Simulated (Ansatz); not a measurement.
Ideal-gas functions of CH5BBrN, SMILES `CB(N)Br` at 400 K and 1 bar, from an Ansatz frequency run at PBE0-D4/def2-TZVP.

Molar mass 121.77 g/mol, point group Cs (symmetry number 1), electronic degeneracy 1, moments of inertia 60.894, 178.497, 236.31 u Å². Harmonic wavenumbers (cm⁻¹, unscaled): 123, 252, 301, 407, 513, 544, 603, 851, 863, 895, 1135, 1323, 1395, 1450, 1470, 1630, 3046, 3119, 3126, 3617, 3720.

Use S(trans) = R[1.5 ln M + 2.5 ln T − 1.1517]; rotational temperatures θ = 24.2544 K / I; S(rot) = R[ln(√π/σ · √(T³/θAθBθC)) + 1.5]; for each mode x = 1.438777 ν̃/T, S = R[x/(eˣ − 1) − ln(1 − e⁻ˣ)] and H = RT x/(eˣ − 1); 1 cm⁻¹ = 0.0119627 kJ/mol; R = 8.31446 J/(mol·K).

**Question.** By hand: the entropy, in J/(mol·K).

**Answer.** Translation 174.9. Rotation: θ = 0.3983, 0.1359, 0.1026 K, giving 113.5. Vibration, mode by mode: 15.16, 9.41, 8.05, 5.85, 4.31, 3.94, 3.34, 1.65, 1.59, 1.45, 0.72, 0.41, 0.33, 0.28, 0.27, 0.16, 0.00, 0.00, 0.00, 0.00, 0.00, in all 56.9. Electronic 0.0. Sum 345.3 J/(mol·K).

**Question.** By hand: H − E and G − E in kJ/mol, counted from the electronic energy.

**Answer.** Zero-point energy ½ × 30383 × 0.0119627 = 181.7; thermal vibration 13.3; translation, rotation and pV give 4 RT = 13.3. H − E = 208.3 kJ/mol, and G − E = 208.3 − 400 × 345.3/1000 = 70.2 kJ/mol.

Vibration gives 16 % of the entropy, 15.2 J/(mol·K) of it from the mode under 150 cm⁻¹: soft modes count most, and the harmonic formula is weakest for them. The sum counts one conformer and one mirror image; others add a mixing term.
